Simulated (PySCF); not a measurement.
Compound: C7H7NS (charge +1 and doublet state).
Cartesian coordinates in Å at the GFN2-xTB level; atoms count from 1:
```xyz
16
C7H7NS angstrom
C      4.0967   -0.4172    0.1625
C      2.7105   -0.1790    0.0192
C      1.5102    0.0141   -0.0902
C      0.1683    0.2454   -0.2280
N     -0.8041   -0.3250    0.3935
C     -2.0123    0.1121    0.0428
C     -3.2266   -0.4346    0.6548
C     -1.9836    1.1234   -0.9492
S     -0.4334    1.5153   -1.4319
H      4.4231   -0.0805    1.1509
H      4.6666    0.1096   -0.6025
H      4.2974   -1.4900    0.1092
H     -4.1261    0.0272    0.2598
H     -3.2623   -1.5153    0.4990
H     -3.1842   -0.3025    1.7384
H     -2.8477    1.6059   -1.3672
```

Identity: `c1(nc(C)cs1)[C]=[C+]C` [radical] (charge +1).

Computed with UKS B3LYP, pcH-1 on C H N S, non-relativistic, mean-field spin-orbit, GIAO in PySCF 2.14.0. Isolated species at its GFN2-xTB geometry, gas phase. GFN2-xTB frequencies show an imaginary mode (22i cm⁻¹), so this geometry is no minimum at that level. A GFN2-xTB geometry isn't a minimum of the functional, and hyperfine couplings can be far from their values at a DFT geometry, by a factor of two or more for some ions and for spin on atoms past the first row. Stability of the SCF solution: not tested.

Task: What is the g tensor, term by term?

Result: 
```tsv
Δg (ppm)	1	2	3
relativistic mass correction	-154	-154	-154
gauge correction	33	-2	31
orbital Zeeman/spin–orbit	-808	-96	4616
total	-928	-252	4493
```

So g = 2.00139, 2.00207, 2.00681 and g_iso = 2.00342; the tensor is close to axial: the two nearest values differ by 12 % of g3 − g1. Axes: g1 points within 3° of the C8–S9 bond.

Task: How much does each term add to the isotropic shift?

Result: The orbital-Zeeman/spin–orbit term 1238, the mass correction -154 and the gauge correction 21 ppm, for a total of 1104 ppm. The orbital-Zeeman/spin–orbit term is the largest in size. The mass correction is the same along every axis, so the anisotropy comes from the other two: their spans along these axes are 36 (gauge) and 5424 ppm (orbital Zeeman/spin–orbit).

Task: What are the electron Larmor frequencies g μB B/h along the three axes at 340 mT?

Result: 9.5241, 9.5273, 9.5499 GHz for g1, g2 and g3, a range of 25.8 MHz.

Task: At 9.378 GHz, how far is the centre of the isotropic spectrum from where a free electron (g = 2.002319) resonates?

Result: B = hν/(g μB) with μB/h = 13.99624 MHz/mT gives 334.63 mT for the free electron and 334.45 mT at g_iso, 0.18 mT lower.

Task: In a frozen sample, at which fields do the three g values resonate at 9.5, 34, 94 and 263 GHz (hyperfine left aside), and which band first spreads them over more than twice a line width of 1.0 mT?

Result: 
| band | GHz | B(g3) mT | B(g2) mT | B(g1) mT | spread mT |
| --- | --- | --- | --- | --- | --- |
| X | 9.5 | 338.22 | 339.03 | 339.14 | 0.92 |
| Q | 34.0 | 1210.49 | 1213.36 | 1213.77 | 3.28 |
| W | 94.0 | 3346.64 | 3354.58 | 3355.71 | 9.07 |
| J | 263.0 | 9363.48 | 9385.68 | 9388.85 | 25.36 |

The spread grows in proportion to the frequency. Q band is the first where it exceeds 2.0 mT.

Largest spin populations (Mulliken): C8 (+0.29), C2 (+0.28), C6 (+0.20) and C4 (+0.17). Four atoms exceed +0.15.

The HOMO–LUMO gaps are 4.53 eV among the α and 2.84 eV among the β orbitals.

The SMILES draws the unpaired electron on C3; the largest computed Mulliken spin population is on C8 (0.29 against -0.02).
